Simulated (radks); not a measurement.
Values are calculated unless marked as measured or tabulated.
Excited configurations of the krypton ion Kr2+: one electron is placed in a higher orbital outside [Ar] 3d10 4s2 4p3. The ground configuration is [Ar] 3d10 4s2 4p4. Level of theory: scalar-relativistic Kohn-Sham, PBEsol, spin-unpolarised, spherical densities, point nucleus (a radial shooting solver on a logarithmic mesh with Libxc functionals). Excitation = E - E(ground); binding = E(ion) - E, where the ion is the core of charge +3; n* = 3/sqrt(2 binding) in atomic units, and the quantum defect is n - n*.

| outer orbital | excitation (eV) | binding (eV) | n* | eigenvalue (eV) |
|---|---|---|---|---|
| 4f | 29.068 | 8.022 | 3.907 | -6.294 |
| 5s | 19.628 | 17.462 | 2.648 | -14.754 |
| 5f | 31.671 | 5.418 | 4.754 | -4.441 |
| 6s | 27.762 | 9.327 | 3.623 | -7.992 |
| 6p | 29.211 | 7.879 | 3.942 | -6.709 |
| 6f | 33.267 | 3.822 | 5.660 | -3.228 |

The Delta-SCF ionisation energy is 37.090 eV (NIST Atomic Spectra Database: 35.84 eV, measured). Self-interaction in the functional shifts the binding energies and quantum defects, so they are the method's values and not measured ones. Spin polarisation and multiplet splitting are left out, so open shells lie too high by an amount that depends on their filling.

Beside tabulated values, note that spin-unpolarised runs miss the spin-polarisation part of the exchange energy of open shells.
